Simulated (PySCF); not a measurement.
## Ta₂Se: from structure and modes to constants

All numbers come from PBE0/[Se def2-TZVP, Ta def2-TZVP with ECP60], scalar-relativistic core potentials, density fitting, no spin–orbit coupling, PySCF.

The singlet minimum has C2v symmetry. Masses (u): Se 79.91652, Ta 180.94800.

```xyz
3
charge 0 multiplicity 1, angstrom
Se    0.0663    0.0000   -1.7995
Ta    1.0790    0.0000    0.4376
Ta   -1.1083    0.0000    0.3570
```

Harmonic wavenumbers (cm⁻¹): 169.7 (b2, ×1), 278.1 (a1, ×1), 338.0 (a1, ×1).

(1) Find the principal moments of inertia and the rotational constants. What kind of rotor is it?

(2) What is the harmonic zero-point energy?

(3) Find the vibrational entropy and heat capacity at 298.15 K.

Results:

(1) About the centre of mass I = 316.34, 433.41, 749.75 u Å². With B = 16.8576/I this gives 0.05329, 0.0389, 0.02248 cm⁻¹. The molecule is an asymmetric top with κ = 0.07.

(2) Half the sum of all 3 wavenumbers, 786/2 = 393 cm⁻¹, which is 4.7 kJ/mol (1 cm⁻¹ = 0.0119627 kJ/mol).

(3) With u = 1.43878 ω/T, each mode gives S = R[u/(eᵘ−1) − ln(1−e⁻ᵘ)] and C = R u² eᵘ/(eᵘ−1)².
```
ω (cm⁻¹)      u  S (J/(mol K))  C (J/(mol K))
   169.7  0.819          10.20           7.86
   278.1  1.342           6.47           7.17
   338.0  1.631           5.11           6.69
```
The sums over all modes are S = 21.8 and C = 21.7 J/(mol K); the softest mode gives 47 % of the entropy.

Stability towards spin polarisation was not tested. Only a few start shapes were tried, so a lower isomer may exist. No spin–orbit coupling is included, which matters more the heavier the element.
